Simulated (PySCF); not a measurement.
## From MP2 to CCSD(T): MSr along the alkali metals

MP2 and CCSD(T) in PySCF with def2-SVP on every atom (core potentials on Rb, Sr, Cs), for the lowest determinant that a PBE0 search found; no spin–orbit coupling.

```tsv
molecule	state (unpaired electrons)	MP2 Re (Å)	MP2 ωe (cm⁻¹)	MP2 De (eV)	CCSD(T) Re (Å)	CCSD(T) ωe (cm⁻¹)	CCSD(T) De (eV)
NaSr	doublet (σ ↑)	4.215	43.7	0.09	3.974	71.5	0.16
KSr	doublet (σ ↑)	4.923	31.4	0.10	4.706	39.2	0.13
RbSr	doublet (σ ↑)	5.181	24.8	0.09	?	?	?
CsSr	doublet (σ ↑)	5.404	22.8	0.10	5.292	25.3	0.11
```

Estimate the CCSD(T) values of RbSr by adding the mean shift from MP2 to CCSD(T) of the other rows, and compare with the calculation.

The mean shifts are -19.0 pm, +13 cm⁻¹ and +0.04 eV, which give 4.991 Å, 37.5 cm⁻¹ and 0.13 eV. CCSD(T)/def2-SVP gives Re = 5.060 Å, ωe = 28.3 cm⁻¹, De = 0.11 eV.

What are the mean differences of MP2 from CCSD(T) over the whole series?

Re +17.3 pm, ωe -10 cm⁻¹, De -0.03 eV.

In a basis of this size CCSD(T) is itself not converged; it tends to give bonds that are too long and too weak.

Correlated steps freeze the inner cores (0 to 5 orbitals); shallow outer-core shells are correlated. Weak bonds: CsSr, KSr, NaSr, RbSr. Basis-set superposition, not corrected here, can be much of De in a small basis, most of all at correlated wavefunction levels. Spin–orbit coupling is left out. States were picked by a PBE0 search and need not be the measured ground states.
